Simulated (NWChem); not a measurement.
# C2H5ITe; SMILES CC[Te]I

```xyz
9

Te     0.6437     1.0558    -0.0396
I     -0.0075    -1.5805     0.0068
C     -1.2963     1.7920     0.5969
C     -2.4230     1.5659    -0.3861
H     -1.0952     2.8638     0.7651
H     -1.4891     1.3353     1.5780
H     -2.5822     0.4929    -0.5728
H     -2.2247     2.0514    -1.3530
H     -3.3643     1.9763     0.0167
```
Atoms are numbered in this order, from 1.

All runs: NWChem. Coordinates come from a PBE0/def2-SVP (def2 core potentials past Kr) optimisation. Not confirmed as a minimum by frequencies. B3LYP is NWChem's, with the RPA form of VWN correlation.

For level B3LYP/STO-3G, non-relativistic:

- highest occupied level (eV) = -3.64
- orbital gap (eV) = 4.13
- dipole (D) = 2.03

Task: How do the values read with level B3LYP/3-21G, non-relativistic instead?

Result: 
* **highest occupied level (eV)**: -5.70
* **orbital gap (eV)**: 3.10
* **dipole (D)**: 2.44
